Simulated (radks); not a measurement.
Task: Isoelectronic series with 53 electrons, all held in the configuration [Kr] 4d10 5s2 5p5, which need not be the ground one along the series. All-electron calculation, scalar-relativistic Kohn-Sham, BLYP, spin-polarised, spherical densities, point nucleus; open shells are filled with parallel spins first (spin-orbit coupling, left out, can overturn this in heavy ions). Program: a radial shooting solver on a logarithmic mesh with Libxc functionals. Total energies (hartree) and orbital eigenvalues (eV):

ion,E (hartree),5p down,5p up,5s down
I,-7117.06961,-6.6231,-7.1616,-16.9816
Ba3+,-8134.3929,-41.5235,-42.3193,-57.2294
Pr6+,-9230.0514,-90.2093,-91.2149,-111.5999
Tb12+,-11661.6813,-222.9474,-224.3203,-257.2003
Er15+,-13000.9998,-306.0721,-307.6158,-347.7675
Lu18+,-14425.2838,-400.1314,-401.8413,-450.1336
W21+,-15936.8165,-505.0700,-506.9427,-564.4050

Estimate the row of Sm9+.

Result: E (hartree) -10405.2966; 5p down -150.8960; 5p up -152.0909; 5s down -178.4253.
